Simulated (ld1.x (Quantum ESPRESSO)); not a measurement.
**Mg (Z = 12): from the effect back to the setting (PAW)**

Base potential:

```json
{
  "Element": "Mg",
  "Generator": "ld1.x (Quantum ESPRESSO) 7.5",
  "Type": "PAW",
  "Functional": "LDA (PZ)",
  "Relativity": "non-relativistic",
  "Frozen core": "[He]",
  "Valence charge": "10",
  "Reference configuration": "2s2 2p6 3s1.5 3p0.5",
  "Partial waves": "2s (bound): rcut 1.00, rcutus 1.10 bohr; 3s (bound): rcut 1.00, rcutus 1.10 bohr; 2p (bound): rcut 1.05, rcutus 1.10 bohr; 3p (bound): rcut 1.05, rcutus 1.10 bohr; 3d channel at 0.15 Ry: rcut 0.80, rcutus 1.15 bohr; 3d channel at 0.5 Ry: rcut 0.80, rcutus 1.15 bohr",
  "Local potential": "all-electron potential smoothed inside 1.10 bohr (lloc = -1)",
  "Core correction": "Bessel-smoothed model core inside 0.75 bohr",
  "Augmentation charge": "BESSEL, radius 0.60 bohr"
}
```

Cutoffs, loose and tight: the cutoffs (Ry, on a coarse ladder) from which the occupation-weighted sum of valence levels, in a spherical-Bessel basis at the reference potential, stays within 10 and 1 mRy of its value at 400 Ry. They do not see the model core or the augmentation charge, which bear on the density cutoff. Test errors are all-electron minus pseudo excitation energies from the reference, over the configurations 2s2 2p6 3s2 3p0; 2s2 2p6 3s1 3p0; 2s2 2p6 3s0 3p0; 2s2 2p5 3s2 3p0; 2s2 2p6 3s1 3p1; 2s1 2p6 3s2 3p0; 2s2 2p6 3s1.5 3p0 (two spin-polarised tests are not counted in the largest error); variants that change the core or the reference have their own tests.

Only the scale of all radii but the core radius (base = 1) is moved (2 further runs of the sweep failed or gave no value and are left out):

| scale of all radii but the core radius (base = 1) | cutoff, loose | cutoff, tight | bound ghosts | largest test error (meV) |
| --- | --- | --- | --- | --- |
| 0.76 | 120 Ry | 200 Ry | none | +1.9 |
| 1.04 | 70 Ry | 110 Ry | none | +69 |
| 1.14 | 60 Ry | 90 Ry | none | test run stopped at test 2 of 9 (negative rho) |
| 1.22 | 55 Ry | 80 Ry | none | test run stopped at test 2 of 9 (negative rho) |
| 1.36 | 45 Ry | 70 Ry | none | test run stopped at test 2 of 9 (negative rho) |

One more run gave cutoff, loose: 50 Ry; cutoff, tight: 80 Ry; bound ghosts: none; largest test error (meV): test run stopped at test 2 of 9 (negative rho). Which value of the scale of all radii but the core radius (base = 1) was used?

1.29. The loose cutoff moves one way along this sweep, from 120 Ry at 0.76 to 45 Ry at 1.36, which places the run between 1.22 and 1.36.
